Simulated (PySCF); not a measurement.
Gas-phase reaction: GaF3 + IF5 → GaI + 4 F2

Method: PySCF energies plus ideal-gas RRHO corrections (1 bar). † marks an energy on the PBE0/def2-TZVP geometry and frequencies. CCSD(T) freezes the core. All species are closed-shell singlets. I: scalar-relativistic def2 core potential, no spin-orbit coupling. Ga: all electrons, no relativistic terms. CCSD(T) isn't extrapolated to the basis-set limit; its ΔH°(298 K) is 1516.5 kJ in def2-SVP and 1711.5 kJ in def2-TZVPP. The harmonic model lacks anharmonicity and excited electronic states, which grow with temperature; levels with a mode under 35 cm⁻¹ are left out.

```json
[
 {"level": "CCSD(T)/def2-SVP†", "ΔE electronic, kJ": "1526", "ΔH°(298 K), kJ": "1517", "ΔS°(298 K), J/K": "437", "ΔG°(800 K), kJ": "1173"},
 {"level": "CCSD(T)/def2-TZVPP†", "ΔE electronic, kJ": "1721", "ΔH°(298 K), kJ": "1711", "ΔS°(298 K), J/K": "437", "ΔG°(800 K), kJ": "1368"},
 {"level": "HF/def2-TZVP†", "ΔE electronic, kJ": "1747", "ΔH°(298 K), kJ": "1737", "ΔS°(298 K), J/K": "437", "ΔG°(800 K), kJ": "1393"},
 {"level": "M06-2X/def2-TZVP†", "ΔE electronic, kJ": "1800", "ΔH°(298 K), kJ": "1790", "ΔS°(298 K), J/K": "437", "ΔG°(800 K), kJ": "1447"},
 {"level": "r2SCAN/def2-TZVP†", "ΔE electronic, kJ": "1813", "ΔH°(298 K), kJ": "1803", "ΔS°(298 K), J/K": "437", "ΔG°(800 K), kJ": "1460"},
 {"level": "LDA/def2-TZVP†", "ΔE electronic, kJ": "1874", "ΔH°(298 K), kJ": "1864", "ΔS°(298 K), J/K": "437", "ΔG°(800 K), kJ": "1521"}
]
```
ΔH° is lowest at CCSD(T)/def2-SVP† and highest at LDA/def2-TZVP†. No reference value is set beside these.
